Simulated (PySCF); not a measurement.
AlCl, SMILES [Al][Cl] (connectivity only; charge and spin as stated), charge +1, multiplicity 2. Coordinates come from a PBE-D3(BJ)/def2-TZVPD optimisation. The multiplicity is an assumed one; other spin states were not compared.

Method: PBE-D3(BJ)/def2-TZVPD (PySCF).

Harmonic wavenumbers (cm⁻¹): 569. Rotational constants (GHz): 7.904 (linear); symmetry number 1.

Question: Work out the zero-point energy and the ideal-gas rigid-rotor harmonic-oscillator thermochemistry at 298.15 K and 1 atm.

Answer: ZPE = ½ Σ hcν = ½ × 569 cm⁻¹ = 0.81 kcal/mol. H − E(el) = 3.00 kcal/mol. Entropy in cal/(mol K): translation 38.31, rotation 15.24, vibration 0.51, spin 1.38, total 55.43. G − E(el) = -13.53 kcal/mol. Cp = 8.05 cal/(mol K).
